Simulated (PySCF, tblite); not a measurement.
Isomers of C4H10ClFSi2. Level: GFN2-xTB in tblite, geometry and Hessian alike; calculated harmonic values, unscaled, isolated species. The method is semi-empirical: single wavenumbers can be off by several per cent or more. Modes of hydrogen on silicon can be 10 to 20 % off. One conformer each.

Electronic energies: PBE0/pcSseg-1 single points on the GFN2-xTB geometries (PySCF, gas phase).

| SMILES | electronic energy, lowest = 0 (kJ/mol) |
| --- | --- |
| C=CC[Si@@H](Cl)[C@H](F)[SiH3] | 43.3 |
| F[C@@H]([SiH3])[Si@@H](Cl)C1CC1 | 56.5 |
| CC[Si@H](Cl)/C(F)=C/[SiH3] | 0.0 |
| C=C(C)[Si@@H](Cl)[C@H](F)[SiH3] | 49.9 |

How do GFN2-xTB zero-point energies change the relative energies?

```json
{"SMILES": "CC[Si@H](Cl)/C(F)=C/[SiH3]", "ZPE (kJ/mol)": "322.2", "of it from modes above 1550 cm⁻¹": "172.4", "electronic (kJ/mol)": "0.0", "with ZPE, lowest = 0 (kJ/mol)": "0.0", "lowest mode (cm⁻¹)": "18", "rings": "0"}
{"SMILES": "C=CC[Si@@H](Cl)[C@H](F)[SiH3]", "ZPE (kJ/mol)": "319.8", "of it from modes above 1550 cm⁻¹": "173.2", "electronic (kJ/mol)": "43.3", "with ZPE, lowest = 0 (kJ/mol)": "40.9", "lowest mode (cm⁻¹)": "27", "rings": "0"}
{"SMILES": "C=C(C)[Si@@H](Cl)[C@H](F)[SiH3]", "ZPE (kJ/mol)": "320.6", "of it from modes above 1550 cm⁻¹": "173.0", "electronic (kJ/mol)": "49.9", "with ZPE, lowest = 0 (kJ/mol)": "48.3", "lowest mode (cm⁻¹)": "27", "rings": "0"}
{"SMILES": "F[C@@H]([SiH3])[Si@@H](Cl)C1CC1", "ZPE (kJ/mol)": "325.2", "of it from modes above 1550 cm⁻¹": "163.9", "electronic (kJ/mol)": "56.5", "with ZPE, lowest = 0 (kJ/mol)": "59.5", "lowest mode (cm⁻¹)": "28", "rings": "1"}
```

The zero-point energies span 5.4 kJ/mol, from `C=CC[Si@@H](Cl)[C@H](F)[SiH3]` to `F[C@@H]([SiH3])[Si@@H](Cl)C1CC1`. The order is unchanged.

And how do the electronic energies of GFN2-xTB itself compare?

`CC[Si@H](Cl)/C(F)=C/[SiH3]` 0.0; `C=CC[Si@@H](Cl)[C@H](F)[SiH3]` 27.7; `C=C(C)[Si@@H](Cl)[C@H](F)[SiH3]` 21.2; `F[C@@H]([SiH3])[Si@@H](Cl)C1CC1` 4.1 kJ/mol, lowest = 0. Against the energies above, taken from the same isomer `CC[Si@H](Cl)/C(F)=C/[SiH3]`, the largest difference is 52.4 kJ/mol.

What do entropy and thermal enthalpy add at 298.15 K and 1 bar (rigid rotor, harmonic oscillator, one conformer each)?

```
                         SMILES  point group  symmetry number  S (J/(mol K))  H − H(0) (kJ/mol)  ZPE + H − H(0) − TS (kJ/mol)
  C=CC[Si@@H](Cl)[C@H](F)[SiH3]           C1                1          479.5              35.38                         212.2
C=C(C)[Si@@H](Cl)[C@H](F)[SiH3]           C1                1          472.7              35.42                         215.1
F[C@@H]([SiH3])[Si@@H](Cl)C1CC1           C1                1          463.1              33.57                         220.7
```

Not tabulated: `CC[Si@H](Cl)/C(F)=C/[SiH3]` (lowest mode only 18 cm⁻¹).
